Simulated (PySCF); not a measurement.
C₂H₂N₃, doublet, geometry from GFN2-xTB; DF-CAMB3LYP/6-311++G** in PySCF.

The PySCF input:
```python
from pyscf import gto, scf, dft
import numpy

mol = gto.M(
    atom='''
C     1.151031   -0.077040   -0.133525
N     0.387395   -1.129053   -0.114685
N    -0.840805   -0.586186    0.056918
C    -0.721066    0.756893    0.128450
N     0.542278    1.094981    0.008618
H    -1.662180   -1.171012    0.111750
H    -1.539677    1.433696    0.262740
''',
    basis='6-311++g**',
    charge=0,
    spin=1,
    verbose=4,
)
print('smallest overlap eigenvalue', numpy.linalg.eigvalsh(mol.intor('int1e_ovlp'))[0])

mf = dft.UKS(mol)
mf.xc = 'camb3lyp'
mf = mf.density_fit(auxbasis='def2-universal-jkfit')
mf = scf.addons.remove_linear_dep_(mf, threshold=1e-3, lindep=1e-3)
mf.kernel()
mf.analyze()
```

Write the output that PySCF gives for this input, abridged.


```
PySCF version 2.14.0

[INPUT] verbose = 4
[INPUT] num. atoms = 7
[INPUT] num. electrons = 35
[INPUT] charge = 0
[INPUT] spin (= nelec alpha-beta = 2S) = 1
[INPUT] symmetry False subgroup None
[INPUT] Mole.unit = angstrom
[INPUT] Symbol           X                Y                Z      unit          X                Y                Z       unit  Magmom
[...]
nuclear repulsion = 157.936729521915
number of shells = 60
number of NR pGTOs = 193
number of NR cGTOs = 124
basis = 6-311++g**
ecp = {}
input.py:24: DeprecationWarning: remove_linear_dep_ is deprecated and will be removed in a future release. Linear dependency handling is now built into the SCF procedure by default. Linear dependency removal can be controlled using the following settings:
  pyscf.scf.hf.remove_overlap_zero_eigenvalue = True
  pyscf.scf.hf.overlap_zero_eigenvalue_threshold = 1e-6

  mf = scf.addons.remove_linear_dep_(mf, threshold=1e-3, lindep=1e-3)
smallest overlap eigenvalue 0.0001050048183162316
Applying remove_linear_dep_ on SCF object.
Using canonical orthogonalization with threshold 0.001

******** <class 'pyscf.df.df_jk.DFUKS'> ********
method = DFUKS
initial guess = minao
damping factor = 0
level_shift factor = 0
DIIS = <class 'pyscf.scf.diis.CDIIS'>
diis_start_cycle = 1
diis_space = 8
diis_damp = 0
SCF conv_tol = 1e-09
SCF conv_tol_grad = None
SCF max_cycles = 50
direct_scf = False
number electrons alpha = 18  beta = 17
XC library pyscf.dft.libxc version 7.1.2
    S. Lehtola, C. Steigemann, M. J. T. Oliveira, and M. A. L. Marques,  SoftwareX 7, 1–5 (2018)
XC functionals = camb3lyp
    T. Yanai, D. P. Tew, and N. C. Handy,  Chem. Phys. Lett. 393, 51 (2004)
radial grids:
    Treutler-Ahlrichs [JCP 102, 346 (1995); DOI:10.1063/1.469408] (M4) radial grids

becke partition: Becke, JCP 88, 2547 (1988); DOI:10.1063/1.454033
pruning grids: <function nwchem_prune>
grids dens level: 3
symmetrized grids: False
atomic radii adjust function: <function treutler_atomic_radii_adjust>
small_rho_cutoff = 0
Set gradient conv threshold to 3.16228e-05
tot grids = 89560
******** <class 'pyscf.df.df.DF'> ********
auxbasis = def2-universal-jkfit
Create RSH-DF object <pyscf.df.df.DF object> for omega=0.33
******** <class 'pyscf.df.df.DF'> ********
auxbasis = auxmol.basis = def2-universal-jkfit
init E= -242.694856540236

cycle= 1 E= -241.450885289564  delta_E= 1.24  |g|= 0.328  |ddm|= 1.98
cycle= 2 E= -241.439059931252  delta_E= 0.0118  |g|= 0.422  |ddm|= 0.557
cycle= 3 E= -241.508207169542  delta_E= -0.0691  |g|= 0.0464  |ddm|= 0.292
cycle= 4 E= -241.509182257287  delta_E= -0.000975  |g|= 0.0259  |ddm|= 0.0527
cycle= 5 E= -241.509518128726  delta_E= -0.000336  |g|= 0.0138  |ddm|= 0.0302
cycle= 6 E= -241.509636892125  delta_E= -0.000119  |g|= 0.00422  |ddm|= 0.0139
cycle= 7 E= -241.50965990376  delta_E= -2.3e-05  |g|= 0.00238  |ddm|= 0.00592
cycle= 8 E= -241.50967032603  delta_E= -1.04e-05  |g|= 0.00131  |ddm|= 0.0045
cycle= 9 E= -241.509674599043  delta_E= -4.27e-06  |g|= 0.000708  |ddm|= 0.00275
cycle= 10 E= -241.509676581255  delta_E= -1.98e-06  |g|= 0.000326  |ddm|= 0.00234
cycle= 11 E= -241.50967697815  delta_E= -3.97e-07  |g|= 0.000244  |ddm|= 0.000954
cycle= 12 E= -241.509677103543  delta_E= -1.25e-07  |g|= 0.000246  |ddm|= 0.00064
cycle= 13 E= -241.50967713815  delta_E= -3.46e-08  |g|= 0.000191  |ddm|= 0.00028
cycle= 14 E= -241.509677133718  delta_E= 4.43e-09  |g|= 0.000181  |ddm|= 0.000161
cycle= 15 E= -241.509677139451  delta_E= -5.73e-09  |g|= 0.000167  |ddm|= 0.000109
cycle= 16 E= -241.509677138971  delta_E= 4.8e-10  |g|= 0.000174  |ddm|= 2.24e-05
cycle= 17 E= -241.509677143546  delta_E= -4.58e-09  |g|= 0.000155  |ddm|= 0.000179
cycle= 18 E= -241.509677143443  delta_E= 1.03e-10  |g|= 0.000154  |ddm|= 5.9e-05
cycle= 19 E= -241.509677132209  delta_E= 1.12e-08  |g|= 0.000148  |ddm|= 0.000167
cycle= 20 E= -241.509677142281  delta_E= -1.01e-08  |g|= 9.96e-05  |ddm|= 0.000221
cycle= 21 E= -241.50967715081  delta_E= -8.53e-09  |g|= 0.000143  |ddm|= 0.000358
cycle= 22 E= -241.509677151234  delta_E= -4.24e-10  |g|= 0.000146  |ddm|= 0.000143
cycle= 23 E= -241.509677150504  delta_E= 7.3e-10  |g|= 0.000147  |ddm|= 9.17e-05
cycle= 24 E= -241.509677150427  delta_E= 7.78e-11  |g|= 0.000141  |ddm|= 0.000131
cycle= 25 E= -241.509677150285  delta_E= 1.41e-10  |g|= 0.000135  |ddm|= 6.36e-05
cycle= 26 E= -241.509677150737  delta_E= -4.51e-10  |g|= 0.000122  |ddm|= 0.000148
cycle= 27 E= -241.509677150495  delta_E= 2.42e-10  |g|= 0.000121  |ddm|= 1.76e-05
cycle= 28 E= -241.509677145048  delta_E= 5.45e-09  |g|= 0.000106  |ddm|= 0.000261
cycle= 29 E= -241.509677127792  delta_E= 1.73e-08  |g|= 9.68e-05  |ddm|= 0.000208
cycle= 30 E= -241.509677147815  delta_E= -2e-08  |g|= 0.000156  |ddm|= 0.000447
cycle= 31 E= -241.509677140621  delta_E= 7.19e-09  |g|= 0.000164  |ddm|= 0.000236
cycle= 32 E= -241.509677142468  delta_E= -1.85e-09  |g|= 0.000156  |ddm|= 0.000124
cycle= 33 E= -241.5096771431  delta_E= -6.33e-10  |g|= 0.000168  |ddm|= 5.53e-05
cycle= 34 E= -241.509677138345  delta_E= 4.76e-09  |g|= 0.000181  |ddm|= 7.22e-05
cycle= 35 E= -241.509677138624  delta_E= -2.8e-10  |g|= 0.000168  |ddm|= 5.75e-05
cycle= 36 E= -241.509677137891  delta_E= 7.33e-10  |g|= 0.000179  |ddm|= 7.5e-05
cycle= 37 E= -241.509677111921  delta_E= 2.6e-08  |g|= 0.00015  |ddm|= 0.000494
cycle= 38 E= -241.509677105613  delta_E= 6.31e-09  |g|= 0.000146  |ddm|= 7.59e-05
cycle= 39 E= -241.50967713931  delta_E= -3.37e-08  |g|= 0.000157  |ddm|= 0.000321
cycle= 40 E= -241.509677140814  delta_E= -1.5e-09  |g|= 0.000138  |ddm|= 8.53e-05
cycle= 41 E= -241.509677135124  delta_E= 5.69e-09  |g|= 0.000161  |ddm|= 0.000152
cycle= 42 E= -241.509677137723  delta_E= -2.6e-09  |g|= 0.000152  |ddm|= 8.75e-05
cycle= 43 E= -241.509677138683  delta_E= -9.6e-10  |g|= 0.000148  |ddm|= 6.39e-05
cycle= 44 E= -241.509677139842  delta_E= -1.16e-09  |g|= 0.000155  |ddm|= 3.78e-05
cycle= 45 E= -241.509677138979  delta_E= 8.63e-10  |g|= 0.000161  |ddm|= 0.000146
[...]
SCF not converged.
[...]
**** SCF Summaries ****
Total Energy =                        -241.509677146394893
Nuclear Repulsion Energy =             157.936729521914799
One-electron Energy =                 -638.575540959544696
Two-electron Energy =                  239.129134291235005
Two-electron Coulomb Energy =          271.346882085032860
DFT Exchange-Correlation Energy =      -32.217747793797841
**** MO energy ****
                             alpha | beta                alpha | beta
[...]
To work with the spin densities directly, `use mulliken_meta_spin()` only printing them here.

 ** Mulliken spin pop alpha/beta on meta-lowdin orthogonal AOs **
 ** Mulliken Spin Density (per AO)  **
spin_pop of  0 C 1s       -0.00001
spin_pop of  0 C 2s        0.22915
spin_pop of  0 C 3s        0.00138
spin_pop of  0 C 4s        0.00021
spin_pop of  0 C 5s        0.00018
spin_pop of  0 C 2px       0.60548
spin_pop of  0 C 2py       0.01313
spin_pop of  0 C 2pz       0.07226
spin_pop of  0 C 3px       0.00133
spin_pop of  0 C 3py       0.00003
spin_pop of  0 C 3pz       0.00005
spin_pop of  0 C 4px       0.00024
spin_pop of  0 C 4py      -0.00004
spin_pop of  0 C 4pz      -0.00003
spin_pop of  0 C 5px       0.00003
spin_pop of  0 C 5py      -0.00001
spin_pop of  0 C 5pz       0.00000
spin_pop of  0 C 3dxy     -0.00047
spin_pop of  0 C 3dyz      0.00004
spin_pop of  0 C 3dz^2     0.00023
spin_pop of  0 C 3dxz     -0.00085
spin_pop of  0 C 3dx2-y2   -0.00023
spin_pop of  1 N 1s        0.00000
spin_pop of  1 N 2s        0.02378
spin_pop of  1 N 3s        0.00000
spin_pop of  1 N 4s        0.00021
spin_pop of  1 N 5s        0.00012
spin_pop of  1 N 2px      -0.00859
spin_pop of  1 N 2py      -0.00568
spin_pop of  1 N 2pz      -0.04621
spin_pop of  1 N 3px       0.00041
spin_pop of  1 N 3py       0.00068
spin_pop of  1 N 3pz      -0.00028
spin_pop of  1 N 4px       0.00000
spin_pop of  1 N 4py       0.00004
spin_pop of  1 N 4pz       0.00001
spin_pop of  1 N 5px       0.00007
spin_pop of  1 N 5py      -0.00007
spin_pop of  1 N 5pz      -0.00002
spin_pop of  1 N 3dxy     -0.00005
spin_pop of  1 N 3dyz     -0.00006
spin_pop of  1 N 3dz^2     0.00002
spin_pop of  1 N 3dxz      0.00002
spin_pop of  1 N 3dx2-y2    0.00023
spin_pop of  2 N 1s       -0.00000
spin_pop of  2 N 2s        0.00996
spin_pop of  2 N 3s        0.00007
spin_pop of  2 N 4s        0.00000
spin_pop of  2 N 5s        0.00001
spin_pop of  2 N 2px       0.02716
spin_pop of  2 N 2py       0.00708
spin_pop of  2 N 2pz      -0.00823
spin_pop of  2 N 3px       0.00011
spin_pop of  2 N 3py      -0.00011
spin_pop of  2 N 3pz      -0.00017
spin_pop of  2 N 4px      -0.00006
spin_pop of  2 N 4py       0.00003
spin_pop of  2 N 4pz       0.00001
spin_pop of  2 N 5px      -0.00009
spin_pop of  2 N 5py      -0.00002
spin_pop of  2 N 5pz       0.00000
spin_pop of  2 N 3dxy     -0.00002
spin_pop of  2 N 3dyz     -0.00003
spin_pop of  2 N 3dz^2     0.00004
spin_pop of  2 N 3dxz     -0.00005
spin_pop of  2 N 3dx2-y2   -0.00005
spin_pop of  3 C 1s       -0.00000
spin_pop of  3 C 2s        0.01073
spin_pop of  3 C 3s       -0.00001
spin_pop of  3 C 4s       -0.00000
spin_pop of  3 C 5s        0.00000
spin_pop of  3 C 2px       0.02437
spin_pop of  3 C 2py       0.00290
spin_pop of  3 C 2pz       0.00970
spin_pop of  3 C 3px      -0.00008
spin_pop of  3 C 3py       0.00005
spin_pop of  3 C 3pz       0.00003
spin_pop of  3 C 4px      -0.00000
spin_pop of  3 C 4py       0.00000
spin_pop of  3 C 4pz       0.00000
spin_pop of  3 C 5px      -0.00002
spin_pop of  3 C 5py      -0.00001
spin_pop of  3 C 5pz       0.00000
spin_pop of  3 C 3dxy     -0.00008
spin_pop of  3 C 3dyz     -0.00006
spin_pop of  3 C 3dz^2     0.00001
spin_pop of  3 C 3dxz     -0.00008
spin_pop of  3 C 3dx2-y2   -0.00006
spin_pop of  4 N 1s        0.00000
spin_pop of  4 N 2s        0.02708
spin_pop of  4 N 3s        0.00000
spin_pop of  4 N 4s        0.00013
spin_pop of  4 N 5s        0.00012
spin_pop of  4 N 2px       0.02108
spin_pop of  4 N 2py      -0.00257
spin_pop of  4 N 2pz      -0.01675
spin_pop of  4 N 3px       0.00047
spin_pop of  4 N 3py       0.00110
spin_pop of  4 N 3pz      -0.00007
spin_pop of  4 N 4px      -0.00001
spin_pop of  4 N 4py       0.00014
spin_pop of  4 N 4pz       0.00001
spin_pop of  4 N 5px       0.00012
spin_pop of  4 N 5py       0.00002
spin_pop of  4 N 5pz      -0.00000
spin_pop of  4 N 3dxy     -0.00018
spin_pop of  4 N 3dyz     -0.00006
spin_pop of  4 N 3dz^2    -0.00001
spin_pop of  4 N 3dxz     -0.00001
spin_pop of  4 N 3dx2-y2    0.00017
spin_pop of  5 H 1s        0.00059
spin_pop of  5 H 2s       -0.00000
spin_pop of  5 H 3s       -0.00002
spin_pop of  5 H 4s        0.00001
spin_pop of  5 H 2px       0.00001
spin_pop of  5 H 2py       0.00005
spin_pop of  5 H 2pz      -0.00006
spin_pop of  6 H 1s       -0.00116
spin_pop of  6 H 2s        0.00001
spin_pop of  6 H 3s       -0.00003
spin_pop of  6 H 4s        0.00002
spin_pop of  6 H 2px       0.00001
spin_pop of  6 H 2py       0.00000
spin_pop of  6 H 2pz       0.00000
 ** Mulliken Spin Density (per atom)  **
spin density of  0 C =      0.92210
spin density of  1 N =     -0.03536
spin density of  2 N =      0.03565
spin density of  3 C =      0.04741
spin density of  4 N =      0.03078
spin density of  5 H =      0.00058
spin density of  6 H =     -0.00115
 ** Mulliken pop alpha/beta on meta-lowdin orthogonal AOs **
 ** Mulliken pop       alpha | beta **
In total            18.00000 | 17.00000
 ** Mulliken atomic charges   ( Nelec_alpha | Nelec_beta ) **
charge of  0C =      0.14489  (     3.38861      2.46651 )
charge of  1N =     -0.24367  (     3.60415      3.63952 )
charge of  2N =     -0.08941  (     3.56253      3.52688 )
charge of  3C =      0.05717  (     2.99512      2.94771 )
charge of  4N =     -0.29346  (     3.66212      3.63134 )
charge of  5H =      0.27470  (     0.36294      0.36236 )
charge of  6H =      0.14979  (     0.42453      0.42568 )
Dipole moment(X, Y, Z, Debye): -3.95583, -0.26532,  0.42538
```

Convergence was not reached.
